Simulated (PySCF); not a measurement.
Species: C2H3ClGe.
SMILES: `[C]([GeH2][Cl])#C`

Theory: MP2 and CCSD/aug-cc-pVDZ in PySCF, restricted Hartree–Fock reference, 16 core orbitals frozen, non-relativistic, gas phase, PBE0-D3(BJ)/def2-SVP geometry.

E(HF) = -2612.31164 Eh.

**Question.** How large is the problem?

**Answer.** 136 basis functions and 64 electrons; 16 orbitals frozen, which leaves o = 16 correlated occupied and v = 104 virtual orbitals. That is o·v = 1664 singles and o·v(o·v + 1)/2 = 1385280 distinct closed-shell doubles amplitudes before symmetry; the costliest CCSD step grows as o²v⁴ = 3.0 × 10^10.

**Question.** What are the MP2 and CCSD correlation energies?

**Answer.** MP2 -0.5272 Eh and CCSD -0.5637 Eh, which gives totals of -2612.83880 and -2612.87532 Eh. That is 0.479 eV for each correlated electron at CCSD (1480 kJ/mol in all, 0.022 % of the total energy); MP2 gives 93.5 % of the CCSD value.

**Question.** What is the T1 diagnostic?

**Answer.** 0.0098, below the customary warning level of 0.02. It is the norm of the spatial-orbital singles amplitudes over the root of the number of correlated electrons, so the norm is 0.055.

**Question.** How does correlation change the dipole moment?

**Answer.** HF gives 2.24 D and CCSD (unrelaxed density) 2.03 D, a change of -0.21 D.

No triples correction and no basis-set extrapolation were made.

The job also held the EOM ionisation roots. On one thread of an Arm Neoverse V1, no GPU, shared host with 32 logical CPUs at a one-minute load of 31, this took 2.6 min of wall time and 1.9 GiB of memory at its peak.
